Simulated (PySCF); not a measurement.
## Structure from NMR data

The spectra below were simulated for a compound C6H7BO2S.

1H NMR (600 MHz, computed): δ 7.53 (d, 2H), 7.06 (d, 2H), 4.02 (br s, 2H), 3.56 (br s, 1H).

13C{1H} NMR (computed): δ 143.7 (C), 136.5 (CH, 2C), 127.3 (CH, 2C), 126.3 (C).

Theory: shielding tensors at B97-2/pcSseg-1 (GIAO), structure optimised with PBE0-D3(BJ)/def2-SVP, in PySCF (single conformer, isolated molecule, no relativistic terms, rapidly exchanging positions averaged).

δ = σ(ref) − σ, references computed at the same level: 1H, 13C against TMS.

Problem. What is the structure?

Solution. 
4 carbon signals for 6 carbons: some carbons are equivalent by symmetry or fast rotation. Carbon types of the structure: 2 × C, 4 × CH, leaving 3 H on heteroatoms. δC 143.7: aromatic carbon bearing sulfur. δC 136.5, 127.3: aromatic CH; the aromatic region. δC 126.3: substituted aromatic carbon. δH 7.53, 7.06: hydrogen on an aromatic CH; the ring current deshields protons in the ring plane. δH 4.02: hydrogen on an oxygen bonded to B; exchangeable; this is the value without hydrogen bonding to other molecules. δH 3.56: hydrogen on a thiol sulfur; exchangeable, gas-phase position.

Structure: `c1(S)ccc(B(O)O)cc1`.

This is the structure that produced the data.

OH/NH shifts are gas-phase values; hydrogen bonding in solution moves them, usually downfield. A carbon bonded to boron is broadened by the quadrupolar boron nucleus and is often missing from a measured spectrum. Shifts are as computed. Against solution values, carbons near 30 ppm lie about +1 ppm off and those near 130 ppm about +2 ppm. Of 1211 compounds with measured shifts, 218 miss one by over three times the rms of a fit or turn the order of signals round; such compounds aren't used in these exercises. No couplings were computed; multiplicities are counted from neighbouring protons, with m where these are inequivalent, close in shift, in a saturated or five-membered ring or joined by F or P, and br s for small geminal =CH2 splittings.
